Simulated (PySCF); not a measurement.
Bonds (- single, = double, # triple, : aromatic): O1=C2, C2-O3, O3-C4, C4-C5, C5-C6, C6-F7, C6-F8, C6-C9, C9-F10, C9-F11, C9-F12, C5-O13, O13-C2. C4 carries H14, H15; C5 carries H16. Stereochemistry as in O=C1OC[C@H](C(F)(F)C(F)(F)F)O1. H15 is cis to C6 on the ring; H14 is trans to C6 on the ring.

- PBE0/pcSseg-1 with gauge-including orbitals
- GFN2-xTB geometry
- run in PySCF 2.14
- one computed conformer, gas phase, rapidly exchanging positions averaged, no relativistic terms

**Question.** List the cross peaks expected in HSQC, COSY and HMBC spectra.

**Answer.** 

HSQC (one-bond C–H):
```csv
δH,δC
4.96 (H16),75.1 (C5)
4.86 (H15),64.8 (C4)
4.66 (H14),64.8 (C4)
```

COSY cross peaks (H two or three bonds apart, from the bond graph; peaks can be absent where the dihedral angle is near 90°):
```csv
δH,δH
4.96 (H16),4.86 (H15)
4.96 (H16),4.66 (H14)
4.86 (H15),4.66 (H14)
```

HMBC (two and three bonds, from the bond graph):
```csv
δH,δC
4.96 (H16),"157.2 (C2), 128.0 (C9), 119.4 (C6), 64.8 (C4)"
4.86 (H15),"157.2 (C2), 119.4 (C6), 75.1 (C5)"
4.66 (H14),"157.2 (C2), 119.4 (C6), 75.1 (C5)"
```

References, each an isolated molecule treated in the same way: 1H and 13C against TMS.

Shifts are as computed. Against solution values, carbons near 30 ppm lie about +3 ppm off and those near 130 ppm about +5 ppm. Of 1211 compounds with measured shifts, 218 miss one by over three times the rms of a fit or turn the order of signals round; such compounds aren't used in these exercises.
